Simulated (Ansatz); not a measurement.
Reaction (redistribution): `[CH3][Sn]([F])([F])[Cl]` + `C[SiH2]C[SiH2]Cl` → `[CH3][Sn]([CH3])([F])[Cl]` + `F[SiH2]C[SiH2]Cl`

Isolated molecules relaxed with PBE0-D4/def2-TZVP in Ansatz; ΔE leaves out vibrations. CCSD(T)/CBS adds triple-zeta CCSD(T) − MP2 to the extrapolated MP2 energy (def2 sets, frozen cores). Functionals use def2-TZVPP. def2 core potentials past Kr. For Sn outer-core shells are correlated without core-valence functions, which leaves a few kJ/mol of doubt a bond. One conformer a species, not always the lowest.

```tsv
level	ΔE (kJ/mol)
PBE-D4	-62.5
PBE0-D4	-69.4
B2PLYP	-76.0
r2SCAN	-68.7
SCS-MP2/def2-TZVPP	-82.6
SCS-MP2/def2-QZVPP	-80.7
HF/CBS(def2)	-79.8
CCSD/CBS(def2)	-80.0
```

Q: What does CCSD(T)/CBS give? (An estimate is asked.)

A: Ansatz gave: -77.9 kJ/mol. The listed levels differ from it by 15.4, 8.5, 1.9, 9.2, -4.7, -2.8, -1.9, -2.1 kJ/mol.

Largest T1 diagnostic among the species: 0.013.

From PBE to PBE0 (25 % exact exchange), in def2-TZVPP and without D4, ΔE moves by −6.7 kJ/mol.
